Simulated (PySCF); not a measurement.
These compounds are isomers of formula C₇H₁₃NSi.

A. SMILES C=C(C)/C=N/[SiH2]C(=C)C
B. SMILES CC#C[C@@H]1C[Si@H]1N(C)C
C. `C=CN([SiH3])[C@H](C)C#CC`

Spectrum 1. ¹H NMR (400 MHz, computed): δ 6.99 (m, 1H), 4.63 (s, 3H), 4.26 (m, 1H), 4.01 (m, 1H), 3.97 (q, 1H), 2.03 (s, 3H), 1.26 (d, 3H). ¹³C{¹H} NMR (computed): δ 146.3 (CH), 89.7 (CH2), 88.5 (C), 87.0 (C), 52.1 (CH), 27.7 (CH3), 4.6 (CH3).

Spectrum 2. ¹H NMR (400 MHz, computed): δ 8.88 (s, 1H), 6.33 (br s, 1H), 6.17 (br s, 1H), 5.80 (br s, 1H), 5.51 (br s, 1H), 5.29 (s, 2H), 2.08 (s, 3H), 2.03 (s, 3H). ¹³C{¹H} NMR (computed): δ 178.8 (CH), 156.4 (C), 149.4 (C), 135.4 (CH2), 134.8 (CH2), 25.9 (CH3), 20.9 (CH3).

Spectrum 3. ¹H NMR (400 MHz, computed): δ 4.18 (m, 1H), 2.65 (s, 6H), 1.92 (s, 3H), 1.79 (m, 1H), 1.26 (m, 1H), 0.44 (m, 1H). ¹³C{¹H} NMR (computed): δ 88.7 (C), 76.8 (C), 43.8 (CH3), 12.2 (CH2), 6.2 (CH), 5.3 (CH3).

[PySCF 2.14.0 with density-fitted response routines: structure optimised with GFN2-xTB; shielding tensors at PBE0/pcSseg-1 (GIAO); in vacuum; no relativistic terms; rapidly exchanging positions averaged; single conformer]

Shifts are taken against calculated references (same method and geometry level): ¹H (31.72 ppm) and ¹³C (186.93 ppm) against TMS. Where no couplings were computed, multiplicities follow the n + 1 count of equivalent neighbours, and m marks all less simple cases (inequivalent or close neighbours, rings, F or P nearby). Shifts are as computed. Against solution values, carbons near 30 ppm lie about +3 ppm off and those near 130 ppm about +5 ppm. Of 1309 compounds with measured shifts, 239 miss one by over three times the rms of a fit or turn the order of signals round; such compounds aren't used in these exercises.

Which spectrum belongs to which compound?

Answers

1–C, 2–A, 3–B.

- Spectrum 1 (C): 7 ¹³C signals; δC 146.3 is an alkene carbon bearing nitrogen; δC 89.7 is a β carbon of an enol-ether or enamine type C=C.
- Spectrum 2 (A): 7 ¹³C signals; δC 156.4 is a fully substituted alkene carbon; δC 149.4 is a fully substituted alkene carbon.
- Spectrum 3 (B): 6 ¹³C signals; δC 88.7 is an alkyne carbon; δC 76.8 is an alkyne carbon.
